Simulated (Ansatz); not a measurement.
Ansatz results at the PBE0-D4/def2-TZVP geometry: HOMO energy (ωB97M-V/def2-TZVPP) -10.30 eV; LUMO energy (ωB97M-V/def2-TZVPP) 2.18 eV; HOMO–LUMO gap (PBE0/def2-TZVPP) 8.79 eV.

Each molecule was computed in one conformer, which needn't be the lowest.

Task: Which molecule gave them?
A. `C=C[Si](N)(N)Cl`
B. `CO[Si](F)(Cl)[SeH]`
C. `C[Si](C)(F)C#N`
D. `CC(C)C[Si](Cl)(Cl)CC(C)C`

Result: D. The others give `CO[Si](F)(Cl)[SeH]`: -9.70, 1.67, 7.29; `C=C[Si](N)(N)Cl`: -9.80, 1.67, 7.05; `C[Si](C)(F)C#N`: -11.63, 1.50, 8.79.
